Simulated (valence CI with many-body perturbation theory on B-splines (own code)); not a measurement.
Ta⁴²⁺: electric-dipole lines

Computed by configuration interaction combined with many-body perturbation theory (CI+MBPT): three valence electrons over a frozen Dirac-Fock core [Ar] 3d10, radial functions for each j: 11 s, 11 p, 10 d, 8 f, 5 g, 2 h, with the one-electron correlation potential Σ1, the two-electron term Σ2, the three-electron term Σ3, Breit, model QED; selected CI, second order for the rest, scaled by the run's own slope (own B-spline code, finite nucleus).

No measured spectrum was set against this ion. As an estimate, large intervals hold to a few tenths of a per cent, small ones and those within an open d or f shell to about a per cent.

Lines 101 to 150 of 552 in falling wavelength, among levels below 794.65 eV, chosen from the strongest by gf and those to the six lowest levels. Wavelengths and rates use the calculated energies. Electric multipoles are in the length gauge, E1 and E2 with the static RPA response of the core. Weak lines are less certain than strong ones. Lines between different terms over intervals too small for the method are left out, as are lines whose strength nearly cancels. Where a level lies close to another of its J and parity, the split of strength between their lines is uncertain. The highest levels of a list are the least certain.

Levels are named by their leading jj configuration (3d3/2^4 stands for four electrons in 3d with j = 3/2), which in mixed levels can hold well under half, so a name can repeat and another be missing. Letters in brackets count levels of one name in rising energy.

| λ vac (nm) | Upper | Lower | A (s⁻¹) | S (a.u.) with core polarisation | S without |
| --- | --- | --- | --- | --- | --- |
| 7.153 | (4p1/2 4p3/2 4d5/2) J=1/2 | (4p1/2 4p3/2^2) J=1/2 | 3.94e+11 | 1.42e-01 | 1.50e-01 |
| 7.150 | (4p1/2 4p3/2 4f7/2) J=11/2 | (4p1/2 4p3/2 4d5/2) J=9/2 | 2.56e+11 | 5.54e-01 | 5.84e-01 |
| 7.146 | (4p1/2 4d3/2 4d5/2) J=1/2 | (4p1/2 4p3/2 4d3/2) J=1/2 [a] | 2.75e+11 | 9.92e-02 | 1.05e-01 |
| 7.138 | (4p1/2 4p3/2 4f5/2) J=3/2 [c] | (4p1/2 4p3/2 4d5/2) J=3/2 [a] | 2.41e+11 | 1.73e-01 | 1.83e-01 |
| 7.137 | (4s 4p1/2 4d5/2) J=7/2 | (4s 4p1/2 4p3/2) J=5/2 | 2.10e+11 | 3.01e-01 | 3.19e-01 |
| 7.133 | (4s 4d5/2 4f5/2) J=5/2 [a] | (4s 4p3/2 4f5/2) J=3/2 [a] | 9.61e+10 | 1.03e-01 | 1.09e-01 |
| 7.129 | (4s^2 4f7/2) J=7/2 | (4s^2 4d5/2) J=5/2 | 1.56e+11 | 2.23e-01 | 2.35e-01 |
| 7.109 | (4s 4p3/2 4d5/2) J=1/2 | (4s 4p3/2^2) J=1/2 | 4.17e+11 | 1.48e-01 | 1.57e-01 |
| 7.102 | (4p1/2 4d3/2 4d5/2) J=7/2 [a] | (4s 4p1/2 4f5/2) J=5/2 [a] | 8.20e+10 | 1.16e-01 | 1.23e-01 |
| 7.102 | (4p1/2 4p3/2 4f7/2) J=9/2 [b] | (4p1/2 4p3/2 4d5/2) J=7/2 [a] | 4.19e+11 | 7.41e-01 | 7.82e-01 |
| 7.096 | (4s 4p3/2 4f7/2) J=9/2 [a] | (4s 4p3/2 4d5/2) J=9/2 | 1.41e+11 | 2.49e-01 | 2.63e-01 |
| 7.083 | (4s 4d5/2 4f7/2) J=9/2 [a] | (4s 4p3/2 4f7/2) J=7/2 [a] | 1.03e+11 | 1.81e-01 | 1.91e-01 |
| 7.075 | (4p1/2 4p3/2 4f7/2) J=7/2 [d] | (4p1/2 4p3/2 4d5/2) J=7/2 [b] | 6.36e+10 | 8.89e-02 | 9.41e-02 |
| 7.073 | (4s 4d3/2 4d5/2) J=7/2 [b] | (4s 4p3/2 4d3/2) J=7/2 | 7.32e+10 | 1.02e-01 | 1.09e-01 |
| 7.067 | (4s 4d5/2 4f7/2) J=11/2 [a] | (4s 4p3/2 4f7/2) J=9/2 [a] | 1.25e+11 | 2.61e-01 | 2.78e-01 |
| 7.061 | (4s 4d5/2^2) J=5/2 | (4s 4p3/2 4d5/2) J=3/2 [a] | 6.86e+10 | 7.16e-02 | 7.54e-02 |
| 7.061 | (4s 4d5/2 4f5/2) J=5/2 [b] | (4s 4p3/2 4f5/2) J=3/2 [a] | 1.32e+11 | 1.37e-01 | 1.45e-01 |
| 7.061 | (4p3/2 4d3/2 4d5/2) J=3/2 [b] | (4s 4p3/2 4f7/2) J=3/2 | 2.86e+11 | 1.99e-01 | 2.10e-01 |
| 7.051 | (4s 4d5/2 4f5/2) J=3/2 [b] | (4s 4p3/2 4f5/2) J=1/2 | 1.34e+11 | 9.24e-02 | 9.78e-02 |
| 7.047 | (4s 4d3/2 4d5/2) J=3/2 [a] | (4s 4p3/2 4d3/2) J=1/2 [a] | 1.38e+11 | 9.55e-02 | 1.01e-01 |
| 7.044 | (4p3/2 4d3/2 4d5/2) J=7/2 [b] | (4s 4p3/2 4f5/2) J=5/2 [b] | 2.09e+11 | 2.88e-01 | 3.05e-01 |
| 7.034 | (4p3/2^2 4d5/2) J=3/2 | (4p3/2^3) J=3/2 | 6.46e+11 | 4.44e-01 | 4.70e-01 |
| 7.031 | (4p1/2 4d3/2 4d5/2) J=9/2 | (4p1/2 4p3/2 4d3/2) J=7/2 | 9.98e+10 | 1.71e-01 | 1.81e-01 |
| 7.025 | (4p1/2 4p3/2 4d5/2) J=7/2 [b] | (4p1/2 4p3/2^2) J=5/2 | 5.31e+11 | 7.26e-01 | 7.68e-01 |
| 7.020 | (4s 4d5/2 4f7/2) J=9/2 [a] | (4s 4p3/2 4f7/2) J=9/2 [a] | 3.15e+11 | 5.37e-01 | 5.67e-01 |
| 7.013 | (4p1/2 4d3/2 4d5/2) J=5/2 [a] | (4s 4p1/2 4f5/2) J=5/2 [a] | 1.07e+11 | 1.09e-01 | 1.15e-01 |
| 7.010 | (4s 4p1/2 4d5/2) J=5/2 [a] | (4s 4p1/2 4p3/2) J=3/2 [a] | 2.96e+11 | 3.02e-01 | 3.20e-01 |
| 7.003 | (4p1/2 4p3/2 4f7/2) J=7/2 [b] | (4p1/2 4p3/2 4d3/2) J=5/2 [b] | 2.15e+11 | 2.92e-01 | 3.08e-01 |
| 7.002 | (4p1/2 4p3/2 4d5/2) J=3/2 [b] | (4p1/2 4p3/2^2) J=5/2 | 1.15e+11 | 7.76e-02 | 8.24e-02 |
| 6.998 | (4s 4d5/2 4f7/2) J=7/2 [a] | (4s 4p3/2 4f7/2) J=7/2 [a] | 1.17e+11 | 1.58e-01 | 1.66e-01 |
| 6.990 | (4s 4d5/2 4f7/2) J=9/2 [b] | (4s 4d5/2^2) J=9/2 | 7.89e+10 | 1.33e-01 | 1.41e-01 |
| 6.988 | (4p3/2 4d3/2 4d5/2) J=9/2 [a] | (4s 4d3/2 4d5/2) J=9/2 | 1.15e+11 | 1.94e-01 | 2.05e-01 |
| 6.979 | (4p3/2^2 4d3/2) J=3/2 [a] | (4s 4p3/2 4d5/2) J=3/2 [a] | 1.37e+11 | 9.17e-02 | 9.71e-02 |
| 6.976 | (4s 4p1/2 4d5/2) J=3/2 | (4s 4p1/2 4p3/2) J=5/2 | 4.09e+10 | 2.74e-02 | 2.91e-02 |
| 6.967 | (4s 4d5/2^2) J=7/2 | (4s 4p3/2 4d5/2) J=5/2 [b] | 8.76e+11 | 1.17e+00 | 1.24e+00 |
| 6.963 | (4s 4p3/2 4d5/2) J=3/2 [b] | (4s 4p3/2^2) J=1/2 | 3.21e+11 | 2.14e-01 | 2.26e-01 |
| 6.963 | (4s 4d5/2^2) J=9/2 | (4s^2 4f7/2) J=7/2 | 1.26e+11 | 2.11e-01 | 2.22e-01 |
| 6.954 | (4s 4p1/2 4d5/2) J=5/2 [b] | (4s 4p1/2 4p3/2) J=5/2 | 1.43e+11 | 1.42e-01 | 1.51e-01 |
| 6.952 | (4s 4d5/2^2) J=5/2 | (4s 4p3/2 4d5/2) J=5/2 [a] | 3.52e+11 | 3.50e-01 | 3.70e-01 |
| 6.951 | (4p1/2 4p3/2 4d3/2) J=5/2 [b] | (4s 4p1/2 4d5/2) J=3/2 | 6.82e+10 | 6.79e-02 | 7.16e-02 |
| 6.950 | (4p1/2 4p3/2 4f5/2) J=5/2 [b] | (4p1/2 4p3/2 4d3/2) J=3/2 [b] | 2.18e+11 | 2.17e-01 | 2.28e-01 |
| 6.948 | (4s 4p3/2 4d5/2) J=5/2 [b] | (4s 4p3/2^2) J=3/2 | 6.56e+11 | 6.51e-01 | 6.89e-01 |
| 6.946 | (4p1/2 4p3/2 4d5/2) J=5/2 [b] | (4p1/2 4p3/2^2) J=3/2 | 7.43e+11 | 7.37e-01 | 7.80e-01 |
| 6.944 | (4s 4p3/2 4f7/2) J=11/2 | (4s 4p3/2 4d5/2) J=9/2 | 2.95e+11 | 5.84e-01 | 6.15e-01 |
| 6.938 | (4s 4d5/2 4f5/2) J=7/2 [c] | (4s 4p3/2 4f5/2) J=5/2 [a] | 1.90e+11 | 2.51e-01 | 2.65e-01 |
| 6.931 | (4s 4p3/2 4f7/2) J=5/2 [a] | (4s 4p3/2 4d3/2) J=3/2 [b] | 1.29e+11 | 1.27e-01 | 1.34e-01 |
| 6.924 | (4s 4p3/2 4f7/2) J=7/2 [b] | (4s 4p3/2 4d5/2) J=5/2 [a] | 2.20e+11 | 2.88e-01 | 3.04e-01 |
| 6.922 | (4s 4d5/2 4f7/2) J=3/2 | (4s 4p3/2 4f5/2) J=3/2 [a] | 2.06e+11 | 1.35e-01 | 1.43e-01 |
| 6.918 | (4s 4d5/2 4f7/2) J=11/2 [b] | (4s 4d5/2^2) J=9/2 | 1.11e+11 | 2.17e-01 | 2.28e-01 |
| 6.916 | (4p3/2 4d3/2 4d5/2) J=9/2 [b] | (4s 4p3/2 4f7/2) J=7/2 [a] | 9.77e+10 | 1.59e-01 | 1.69e-01 |
